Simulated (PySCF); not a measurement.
C2H8Si, SMILES [SiH2](C)C.

Geometry: B3LYP-D3(BJ)/def2-SVP. The isomer is the one that the SMILES or the coordinates give; other isomers of the formula were not compared.

Method: B3LYP/def2-TZVPD (PySCF).

Symmetry labels are those of the subgroup C2v that the program uses (full group C2v).

Question: List the valence orbital energies around the gap with their symmetry. (Estimate from the structure and the level; the computed values follow.)

Answer: 
```json
[
 {"orbital": "HOMO−7", "symmetry": "A1", "energy (eV)": "-13.51"},
 {"orbital": "HOMO−6", "symmetry": "B2", "energy (eV)": "-11.38"},
 {"orbital": "HOMO−5", "symmetry": "A1", "energy (eV)": "-11.28"},
 {"orbital": "HOMO−4", "symmetry": "B1", "energy (eV)": "-10.82"},
 {"orbital": "HOMO−3", "symmetry": "A2", "energy (eV)": "-10.82"},
 {"orbital": "HOMO−2", "symmetry": "B2", "energy (eV)": "-8.81"},
 {"orbital": "HOMO−1", "symmetry": "A1", "energy (eV)": "-8.70"},
 {"orbital": "HOMO", "symmetry": "B1", "energy (eV)": "-8.57"},
 {"orbital": "LUMO", "symmetry": "A1", "energy (eV)": "0.06"},
 {"orbital": "LUMO+1", "symmetry": "B1", "energy (eV)": "0.30"},
 {"orbital": "LUMO+2", "symmetry": "A1", "energy (eV)": "0.74"},
 {"orbital": "LUMO+3", "symmetry": "A1", "energy (eV)": "1.29"}
]
```
